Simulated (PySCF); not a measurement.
# Deuteron quadrupole couplings in `O=C[C@@H](F)[C@@H]1O[C@H]1F`

C4H4F2O2.
Cartesian coordinates in Å at the GFN2-xTB level; atoms count from 1:
```xyz
12
C4H4F2O2 angstrom
O     -1.0597   -1.2407   -1.3763
C     -1.5101   -0.3387   -0.7368
C     -0.6727    0.7851   -0.1459
F     -1.4810    1.5828    0.6236
C      0.4809    0.2668    0.6993
O      1.7820    0.6924    0.3759
C      1.4995   -0.6264    0.1458
F      2.0825   -1.5138    0.9787
H     -2.5867   -0.2296   -0.5205
H     -0.2815    1.4130   -0.9599
H      0.2628    0.2087    1.7621
H      1.4854   -1.0002   -0.8720
```

Level: PBE0/pcSseg-1 (PySCF, non-relativistic); Q(2H) = 0.00286 b; rigid geometry, the same for H and D, with no vibrational averaging.

Q: Tabulate Vzz, the asymmetry η and χzz = 234.96 MHz × Q × Vzz for every hydrogen position.

A: 
```json
{"atom": "H9", "bonded to": "C2", "bond length (Å)": "1.103", "Vzz (au)": "0.2728", "η": "0.00", "χzz (kHz)": "183"}
{"atom": "H10", "bonded to": "C3", "bond length (Å)": "1.100", "Vzz (au)": "0.2746", "η": "0.07", "χzz (kHz)": "185"}
{"atom": "H11", "bonded to": "C5", "bond length (Å)": "1.086", "Vzz (au)": "0.3043", "η": "0.09", "χzz (kHz)": "205"}
{"atom": "H12", "bonded to": "C7", "bond length (Å)": "1.084", "Vzz (au)": "0.3002", "η": "0.11", "χzz (kHz)": "202"}
```

Q: Give the 2H NMR doublet splittings at H11 for a magnetic field along the z, y and x axes of the gradient: 3χ/2, 3χ(1 + η)/4, 3χ(1 − η)/4.

A: With |χ| = 204.5 kHz and η = 0.087: 307, 167 and 140 kHz, to first order and without motion.

One conformer (not necessarily the lowest) at the GFN2-xTB geometry, without solvent, vibrations or thermal averaging. GFN2-xTB bond lengths can be off by several hundredths of an ångström, more for odd bonds, and the gradients follow them. With a basis this small, the couplings can be 20 % off.

The run behind these numbers computed NMR shieldings as well. Hardware: one thread of an Arm Neoverse N1, shared host with 64 logical CPUs at a one-minute load of 60. Cost: 32 s of wall time, 0.72 GiB resident at most.
